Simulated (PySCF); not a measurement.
Compound: ethyl methyl carbonate, C4H8O3.
Atom-mapped SMILES: `[CH3:1][CH2:2][O:3][C:4](=[O:5])[O:6][CH3:7]` (hydrogens: H8, H9, H10 on C1; H11, H12 on C2; H13, H14, H15 on C7)

The same species was optimised twice, with GFN2-xTB and with PBE0-D3(BJ)/def2-SVP (PySCF), and the same property calculations (PySCF, gas phase) were run on both structures.

```csv
coordinate,GFN2-xTB,PBE0-D3(BJ)/def2-SVP,change
C1–C2 (Å),1.521,1.511,-0.010
O6–C7 (Å),1.422,1.415,-0.007
C4–O6 (Å),1.335,1.328,-0.007
C4=O5 (Å),1.199,1.203,+0.004
O3–C4 (Å),1.330,1.327,-0.003
C2–O3 (Å),1.430,1.427,-0.003
C4–O6–C7 (°),116.3,115.3,-1.0
C2–O3–C4 (°),116.3,116.0,-0.3
O5–C4–O6 (°),125.5,125.4,-0.1
O3–C4–O6 (°),108.3,108.5,+0.2
C1–C2–O3 (°),111.7,111.8,+0.1
O3–C4–O5 (°),126.1,126.2,+0.1
C1–C2–O3–C4 (°),-80,-81,-1
C2–O3–C4–O5 (°),-2,-3,-1
O3–C4–O6–C7 (°),180,180,0
```

Rotational constants: A = 7195, B = 1503, C = 1389 MHz (GFN2-xTB) against A = 7164, B = 1515, C = 1403 MHz (PBE0-D3(BJ)/def2-SVP). Point groups within 0.08 Å: C1 and C1.

On the GFN2-xTB structure: isotropic polarisability (au) 60.8 [CAM-B3LYP/def2-SVPD]; HOMO (eV) -10.01 [CAM-B3LYP/def2-SVPD]; LUMO (eV) 1.21 [CAM-B3LYP/def2-SVPD]; dipole (D) 0.38 [CAM-B3LYP/def2-SVPD]; HOMO (eV) -8.38 [PBE0/pcSseg-1]; LUMO (eV) 1.26 [PBE0/pcSseg-1]; dipole (D) 0.29 [PBE0/pcSseg-1]; GIAO shielding of C1 (ppm) 170.6 [PBE0/pcSseg-1]; GIAO shielding of C2 (ppm) 120.7 [PBE0/pcSseg-1]; GIAO shielding of O3 (ppm) 164.9 [PBE0/pcSseg-1]; GIAO shielding of C4 (ppm) 23.4 [PBE0/pcSseg-1]; GIAO shielding of O5 (ppm) 36.8 [PBE0/pcSseg-1]; GIAO shielding of O6 (ppm) 192.4 [PBE0/pcSseg-1]; GIAO shielding of C7 (ppm) 131.5 [PBE0/pcSseg-1].

Task: What do these properties become on the PBE0-D3(BJ)/def2-SVP structure?

Result: 
| property | level | on GFN2-xTB | on PBE0-D3(BJ)/def2-SVP | change |
| --- | --- | --- | --- | --- |
| isotropic polarisability (au) | CAM-B3LYP/def2-SVPD | 60.8 | 61.1 | +0.3 |
| HOMO (eV) | CAM-B3LYP/def2-SVPD | -10.01 | -10.02 | -0.01 |
| LUMO (eV) | CAM-B3LYP/def2-SVPD | 1.21 | 1.19 | -0.02 |
| dipole (D) | CAM-B3LYP/def2-SVPD | 0.38 | 0.44 | +0.06 |
| energy, GFN2-xTB geometry as zero (kcal/mol) | CAM-B3LYP/def2-SVPD | 0.0 | -0.6 | -0.6 |
| HOMO (eV) | PBE0/pcSseg-1 | -8.38 | -8.37 | +0.01 |
| LUMO (eV) | PBE0/pcSseg-1 | 1.26 | 1.22 | -0.04 |
| dipole (D) | PBE0/pcSseg-1 | 0.29 | 0.35 | +0.06 |
| energy, GFN2-xTB geometry as zero (kcal/mol) | PBE0/pcSseg-1 | 0.0 | -0.5 | -0.5 |
| GIAO shielding of C1 (ppm) | PBE0/pcSseg-1 | 170.6 | 169.0 | -1.6 |
| GIAO shielding of C2 (ppm) | PBE0/pcSseg-1 | 120.7 | 121.0 | +0.3 |
| GIAO shielding of O3 (ppm) | PBE0/pcSseg-1 | 164.9 | 165.0 | +0.1 |
| GIAO shielding of C4 (ppm) | PBE0/pcSseg-1 | 23.4 | 22.9 | -0.5 |
| GIAO shielding of O5 (ppm) | PBE0/pcSseg-1 | 36.8 | 30.7 | -6.1 |
| GIAO shielding of O6 (ppm) | PBE0/pcSseg-1 | 192.4 | 191.4 | -1.0 |
| GIAO shielding of C7 (ppm) | PBE0/pcSseg-1 | 131.5 | 130.4 | -1.1 |

The heavy atoms differ by 0.017 Å rms after alignment. Among the bonds compared C1–C2 changes most (-0.010 Å). Changes are differences of the printed values. Neither structure is proved a minimum here.

Conformer computed: `[CH3:1][CH2:2][O:3][C:4](=[O:5])[O:6][CH3:7]`: C1–C2–O3–C4 -81°, C2–O3–C4–O5 -3°, O3–C4–O6–C7 180°.
